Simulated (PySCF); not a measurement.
**Basis and Hamiltonian dependence of the electron affinity of Rb**

Rb- [Kr] 5s2 (1S) → Rb [Kr] 5s1 (2S). All values are computed (PySCF 2.14, energy differences of UHF-based or UKS calculations, no spin-orbit coupling). Values in eV.

```tsv
basis	Hamiltonian	functions	UHF	LDA	PBE0	MP2 (valence)	CCSD(T) (valence)	CCSD(T) (valence and next inner shell)
def2-TZVPPD with the def2 core potential (28 electrons)	ECP	40	-0.160	0.542	0.446	0.207	0.427	0.430
aug-cc-pVDZ-X2C	spin-free X2C	45	-0.079	0.596	0.485	0.249	0.458	n/a
ANO-RCC-VTZP	spin-free X2C	47	-0.296	0.464	0.366	0.014	0.324	0.315
def2-QZVPPD with the def2 core potential (28 electrons)	ECP	63	-0.125	0.562	0.455	0.248	0.443	0.459
aug-cc-pVTZ-X2C	spin-free X2C	68	-0.076	0.578	0.470	0.285	0.467	n/a
aug-cc-pwCVTZ-X2C	spin-free X2C	93	-0.076	0.580	0.471	0.289	0.467	0.479
x2c-TZVPPall with one added diffuse shell each of s, p, d, f type	spin-free X2C	95	-0.086	0.577	0.471	0.276	0.462	0.475
aug-cc-pVQZ-X2C	spin-free X2C	102	-0.074	0.581	0.473	0.297	0.468	n/a
dyall-av2z	non-relativistic	115	-0.073	0.573	0.470	0.210	0.467	n/a
x2c-QZVPPall with one added diffuse shell each of s, p, d, f, g type	spin-free X2C	136	-0.084	0.577	0.469	0.291	0.465	n/a
```

Question: Estimate the row for aug-cc-pwCVTZ-X2C with one added diffuse shell each of s, p, d, f type (spin-free X2C, 109 functions).

Answer: From the rows with the same Hamiltonian and similar size; the calculation gives UHF -0.07; LDA 0.58; PBE0 0.47; MP2 (valence) 0.29; CCSD(T) (valence) 0.47; CCSD(T) (valence and next inner shell) 0.48 (eV).

Extrapolation of CCSD(T) (valence) from aug-cc-pVTZ-X2C and aug-cc-pVQZ-X2C: the correlation parts are 0.543 and 0.542 eV; with the X⁻³ form and unrounded values, (4³ × 0.542 − 3³ × 0.543)/(4³ − 3³) = 0.541 eV, and adding the Hartree-Fock value -0.074 eV of the larger basis gives 0.467 eV.

Frozen in the all-electron rows: valence: [Kr]; valence and next inner shell: [Ar] 3d10; with a core potential, the same shells as far as they lie outside it.

Non-relativistic rows lack the scalar-relativistic shift.

In most of these bases the highest occupied level of the anion is positive at LDA, PBE0, so the basis helps to hold the electron.

Reference for a calculation without spin-orbit coupling: 0.486 eV (measured; photodetachment measurements, as compiled on the Wikipedia data page of electron affinities).
